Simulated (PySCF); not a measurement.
## How methods differ on the ionisation energy of P²⁺

P²⁺ [Ne] 3s2 3p1 (2P) → P³⁺ [Ne] 3s2 (1S), as a difference of total energies. Calculation: PySCF 2.14, in x2c-TZVPPall with one added diffuse shell each of s, p, d type (6s6p4d1f, 51 functions); scalar relativity by spin-free X2C-1e. Correlated levels: valence: [Ne] frozen; valence and next inner shell: 1s2 frozen. The calculations carry no spin-orbit coupling.

```csv
method,ionisation energy (eV),plus first-order spin-orbit estimate,error of that sum (eV)
UHF,29.585,29.627,-0.576
LDA,30.217,30.259,+0.056
PBE,30.253,30.295,+0.092
PBE0,30.270,30.312,+0.109
r2SCAN,30.366,30.408,+0.205
BP86,30.339,30.381,+0.178
TPSS,30.382,30.424,+0.221
BLYP,30.148,30.190,-0.013
wB97M-V,29.815,29.857,-0.346
MP2 (valence),29.874,29.916,-0.287
SCS-MP2 (valence),29.864,29.906,-0.297
MP2 (valence and next inner shell),29.885,29.927,-0.276
SCS-MP2 (valence and next inner shell),29.870,29.912,-0.291
```

Reference: 30.203 eV (measured; NIST Atomic Spectra Database, ionization energies).

A first-order spin-orbit estimate (lowest level to lowest level, LS coupling) adds 0.042 eV.

Errors of the correlated levels include the incompleteness of this basis and the frozen core.
